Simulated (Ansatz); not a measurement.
Start from `OC[SiH](O)[SiH3]` and change one atom or group to get `C[SiH](O)[SiH3]`.

Ansatz, PBE0-D4/def2-TZVP geometries, multiplicity 1. Each molecule was computed in one conformer, which needn't be the lowest.

```tsv
property	`OC[SiH](O)[SiH3]`
LUMO energy (B3LYP/def2-TZVPP) / eV	-0.79
HOMO energy (PBE/def2-TZVPP) / eV	-5.93
size of the dipole moment (PBE/def2-TZVPP) / D	2.03
LUMO energy (PBE/def2-TZVPP) / eV	-1.41
LUMO energy (PBE0/def2-TZVPP) / eV	-0.57
HOMO–LUMO gap (PBE0/def2-TZVPP) / eV	6.80
```

Task: Give the same properties after the change, and the shifts. (Estimate.)

Result: Ansatz gave: 
| property | `C[SiH](O)[SiH3]` | shift |
| --- | --- | --- |
| LUMO energy (B3LYP/def2-TZVPP) / eV | -0.27 | 0.52 |
| HOMO energy (PBE/def2-TZVPP) / eV | -6.67 | -0.74 |
| size of the dipole moment (PBE/def2-TZVPP) / D | 1.85 | -0.18 |
| LUMO energy (PBE/def2-TZVPP) / eV | -0.90 | 0.51 |
| LUMO energy (PBE0/def2-TZVPP) / eV | -0.04 | 0.53 |
| HOMO–LUMO gap (PBE0/def2-TZVPP) / eV | 7.80 | 1.00 |

With PBE0 the HOMO falls by 0.47 eV and the LUMO rises by 0.53 eV, so the gap widens by about 1.00 eV. PBE moves the HOMO by -0.74 eV and ωB97M-V by -0.30 eV. Dipoles are sizes alone; their direction can turn.

B3LYP here is the variant with VWN-RPA as its local correlation; programs differ in this.
